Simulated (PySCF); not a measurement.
**V⁺: excitation energy**

V⁺ [Ar] 3d4 (5D) → V⁺ [Ar] 3d3 4s1 (5F), as a difference of total energies. Calculation: PySCF 2.14, in x2c-TZVPPall with one added diffuse shell each of s, p, d, f type (7s6p5d3f1g, 80 functions); the spin-free X2C one-electron Hamiltonian (Gaussian nucleus). Correlated levels: valence: [Ar] frozen; valence and next inner shell: [Ne] frozen. The calculations carry no spin-orbit coupling.

| method | excitation energy (eV) | error (eV) |
| --- | --- | --- |
| UHF | -0.440 | -0.777 |
| LDA | 0.699 | +0.362 |
| PBE | 0.518 | +0.181 |
| PBE0 | 0.426 | +0.089 |
| TPSSh | 0.394 | +0.057 |
| MN15 | 1.032 | +0.695 |
| MP2 (valence) | 0.043 | -0.294 |
| SCS-MP2 (valence) | -0.279 | -0.616 |
| MP2 (valence and next inner shell) | 0.426 | +0.089 |
| SCS-MP2 (valence and next inner shell) | 0.075 | -0.262 |

Reference: 0.337 eV (measured; NIST levels, between the centres of gravity of the two terms).

Errors of the correlated levels include the incompleteness of this basis and the frozen core.
